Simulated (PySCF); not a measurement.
How good is the calculation?

Numbering as in the mapped SMILES `[SH:1][CH2:2][c:3]1[cH:4][cH:5][cH:6][cH:7][cH:8]1` (H(Xn): hydrogen on atom n).

Published estimates (parent shift plus substituent increments) and measurements: δ $^{13}$C C5/C7 128.5; C4/C8 127.9; C6 126.9 ppm (estimated from measurements, as parent shift plus tabulated substituent increment; solution, not stated per compound (mostly CDCl3 or CCl4); Pretsch, Buehlmann, Badertscher, Structure Determination of Organic Compounds, 4th ed. (2009)).

PySCF 2.14 calculation with σ from GIAO-B3LYP/pcSseg-1 and geometry from PBE0-D3(BJ)/def2-SVP; non-relativistic Hamiltonian, no solvent, one computed conformer, one averaged value for each set of equivalent atoms.

Question: Set the calculated values beside the experiment.

Answer: 
Reference values: estimated from measurements, as parent shift plus tabulated substituent increment (solution, not stated per compound (mostly CDCl3 or CCl4); Pretsch, Buehlmann, Badertscher, Structure Determination of Organic Compounds, 4th ed. (2009)).
```csv
atoms,quantity,reference,computed,"computed, scaled"
C5/C7,δ $^{13}$C,128.5,134.4,128.7
C4/C8,δ $^{13}$C,127.9,134.6,128.9
C6,δ $^{13}$C,126.9,133.2,127.5
```

Computed shifts are σ(ref) − σ with the named reference compound (TMS for H and C) calculated as an isolated molecule at the same level. The measured values may be among those fitted. Scaled to experiment by linear calibration (H and C: mostly CDCl3 data, vs TMS): $^{13}$C: δ = 171.84 − 0.962σ (rms 1.1 ppm, 42 shifts, 1.5 ppm with the 1 outlier that the fit left out). Occasional misses reach two or three times the rms, and more in compound classes unlike the fitted ones.

Question: How far are the unscaled $^{13}$C shifts from the references?

Answer: Mean signed difference +6.30 ppm, mean absolute 6.30 ppm over 3 comparisons; the largest is +6.7 ppm at C4/C8 (aromatic CH).
